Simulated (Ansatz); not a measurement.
Harmonic frequencies (cm⁻¹) at PBE0-D4/def2-TZVP from Ansatz: 80, 176, 272, 478, 556, 609, 705, 742, 865, 945, 1012, 1024, 1043, 1290, 1443, 1670, 2239, 2246, 3133, 3152, 3217.

Each molecule was computed in one conformer, which needn't be the lowest.

Problem. Which molecule is it?
A. `C#C[SiH2]C#C`
B. `C[Si](F)(Cl)[SeH]`
C. `C[Si](F)(S)Cl`
D. `C=C[SiH2]Cl`

Solution. D.
